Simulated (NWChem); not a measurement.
System: C2H2BrF; SMILES C=C(F)Br

Program: NWChem. Pople sets run with spherical d functions. Geometry: optimised at PBE0/def2-SVP. Level: PBE0/6-31G* with SMD (1 M gas to 1 M solution), gas-phase geometry.

Task: Among these, which solvent gives the highest value of “cavity-dispersion-structure term (kcal/mol)”?
A) tetrahydrofuran
B) 1,4-dioxane
C) chloroform
D) water

Result: D, water. Values: chloroform -1.3; tetrahydrofuran -0.6; 1,4-dioxane -0.1; water 2.7
